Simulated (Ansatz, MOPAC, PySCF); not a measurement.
Pair of molecules: CH5N (SMILES CN) (first 7 atoms) with CH6Si (SMILES C[SiH3]); geometry from B3LYP-D3(BJ)/def2-TZVP, rigid monomers moved along the line of their centres of mass till H6···Si9 is 2.99 Å.
(charge 0, multiplicity 1):
```xyz
15

C     -0.979     0.271     0.089
N      0.428     0.158     0.470
H     -1.235    -0.549    -0.584
H     -1.127     1.201    -0.462
H     -1.688     0.256     0.927
H      0.596    -0.706     0.972
H      0.696     0.917     1.084
C      1.430    -0.143     3.891
Si    -0.431    -0.016     3.691
H      1.703    -1.081     4.378
H      1.810     0.677     4.503
H      1.939    -0.105     2.926
H     -0.950    -1.133     2.866
H     -0.804     1.260     3.034
H     -1.095    -0.068     5.016
```

Counterpoise-corrected where a basis set is named; no monomer relaxation.

The state that PM6 reach isn't checked.

Programs: Ansatz (a first-principles code) with Gaussian orbitals; MOPAC for PM6 (differences of heats of formation); PySCF for the dispersion terms. 

Problem. One of these levels gives -56.7 meV for the interaction energy. Which?
A. PBE-D4/def2-TZVPPD
B. PBE/def2-TZVPPD
C. PM6

Solution. A, PBE-D4/def2-TZVPPD. The others give 96.5 (PM6), 31.8 (PBE/def2-TZVPPD)
